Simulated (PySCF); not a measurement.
C2H7Sb. Atoms are numbered in the order given.

```xyz
10

Sb    -0.0004    -0.6679     0.0000
H     -1.1765    -0.3762    -1.2306
H     -1.1765    -0.3762     1.2306
C      0.6953     1.4279     0.0000
C     -0.4028     2.4852     0.0000
H      1.3470     1.5209    -0.8840
H      1.3470     1.5209     0.8840
H     -1.0496     2.3960     0.8871
H     -1.0496     2.3960    -0.8871
H      0.0236     3.5042     0.0000
```

Geometry: B3LYP-D3(BJ)/def2-SVP. The def2 effective core potentials stand for the cores of Sb; spin–orbit coupling is left out.

Level of theory: B3LYP-D3(BJ)/def2-SVP (PySCF).

Frequencies are harmonic and unscaled.

Task: Estimate the vibrational spectrum. (Estimate from the structure and the level; the computed values follow.)

Result: 
```tsv
mode	ν (cm⁻¹)	IR (km/mol)	Raman (Å⁴/amu)	depolarisation	moving atoms (share of kinetic energy)
1	118	0.6	0.3	0.75	H 90 %, C 9 %
2	238	0.0	2.3	0.25	C 61 %, H 30 %, Sb 10 %
3	244	0.0	0.5	0.75	H 91 %, C 8 %
4	458	13.8	36.0	0.32	C 60 %, H 28 %, Sb 12 %
5	536	0.7	14.6	0.75	H 99 %
6	640	31.0	23.9	0.66	H 87 %, C 12 %
7	741	14.9	8.5	0.75	H 85 %, C 14 %
8	839	33.3	55.9	0.75	H 99 %
9	972	8.8	5.0	0.74	H 73 %, C 27 %
10	974	1.5	8.6	0.75	H 88 %, C 12 %
11	1057	11.1	9.8	0.75	C 67 %, H 33 %
12	1215	21.1	30.3	0.32	H 70 %, C 29 %
13	1247	0.3	3.3	0.75	H 78 %, C 22 %
14	1395	5.7	8.0	0.62	H 81 %, C 19 %
15	1445	0.3	13.2	0.75	H 90 %, C 10 %
16	1470	9.9	18.7	0.75	H 97 %
17	1471	0.9	11.8	0.71	H 96 %
18	1902	175.7	204.7	0.11	H 99 %
19	1908	200.3	158.1	0.75	H 99 %
20	3014	42.3	217.4	0.13	H 97 %
21	3047	15.3	122.5	0.14	H 95 %
22	3089	23.7	124.6	0.65	H 91 %, C 9 %
23	3095	0.4	116.3	0.75	H 90 %, C 10 %
24	3118	24.4	10.2	0.75	H 90 %, C 10 %
```
